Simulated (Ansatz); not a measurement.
Reaction (ligand exchange at the Si–C bond): `BC(=C)[SiH2]C` + `OCO` → `C[SiH2]OCO` + `BC=C`

Calculated with Ansatz (gas phase, PBE0-D4/def2-TZVP geometries, no zero-point term in ΔE). CBS: MP2 limit from def2 TZ/QZ plus the TZ coupled-cluster correction, frozen cores. This one scheme is used for every species. DFT in def2-TZVPP. B3LYP here is the variant with VWN-RPA as its local correlation; programs differ in this. Each species was taken in one conformer, which may not be the lowest.

```tsv
level	ΔE (eV)
r2SCAN-D4	-0.95
B3LYP-D4	-0.96
PBE0	-0.88
MP2/CBS(def2)	-0.92
```

**Question.** What does CCSD(T)/CBS give? (Best estimate.)

**Answer.** Computed: -0.93 eV. The listed levels differ from it by -0.02, -0.03, 0.05, 0.01 eV.

Largest T1 diagnostic among the species: 0.011.

The D4 term adds +0.04 eV with B3LYP and +0.03 eV with PBE0; it sums over pairs of atoms, weighted by their polarisabilities, and B3LYP, whose exchange is more repulsive, gets the larger term. In def2-TZVPP, CCSD(T) changes the Hartree–Fock value by +0.19 eV (the triples alone add +0.03 eV) and MP2 by +0.19 eV.
